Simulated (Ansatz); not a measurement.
`COB(O)OC` + H₂S → `COB(S)OC` + H₂O  (ligand exchange at a B–O bond)

Program: Ansatz. Geometries: PBE0-D4/def2-TZVP. ΔE: electronic, gas phase. CCSD(T)/CBS adds triple-zeta CCSD(T) − MP2 to the extrapolated MP2 energy (def2 sets, frozen cores). This one scheme is used for every species. DFT in def2-TZVPP. One conformer a species, not always the lowest.

```csv
level,ΔE (kJ/mol)
PBE0-D4,56.0
B2PLYP,65.2
PBE,55.6
CCSD/def2-TZVPP,66.2
HF/def2-QZVPP,84.1
MP2/def2-QZVPP,52.8
SCS-MP2/def2-QZVPP,58.9
MP2/CBS(def2),50.7
```

(1) What does CCSD(T)/CBS give? (An estimate is asked.)

Largest T1 diagnostic among the species: 0.012.

Answers

(1) Computed: +57.0 kJ/mol. The listed levels differ from it by -1.0, 8.2, -1.4, 9.2, 27.1, -4.2, 1.9, -6.3 kJ/mol.

The D4 term adds −6.7 kJ/mol with B3LYP and −3.6 kJ/mol with PBE0; it sums over pairs of atoms, weighted by their polarisabilities, and B3LYP, whose exchange is more repulsive, gets the larger term. From PBE to PBE0 (25 % exact exchange), in def2-TZVPP and without D4, ΔE moves by +4.1 kJ/mol. In def2-TZVPP, CCSD(T) changes the Hartree–Fock value by −22.2 kJ/mol (the triples alone add −4.6 kJ/mol) and MP2 by −28.5 kJ/mol.

B3LYP here is the variant with VWN-RPA as its local correlation; programs differ in this.
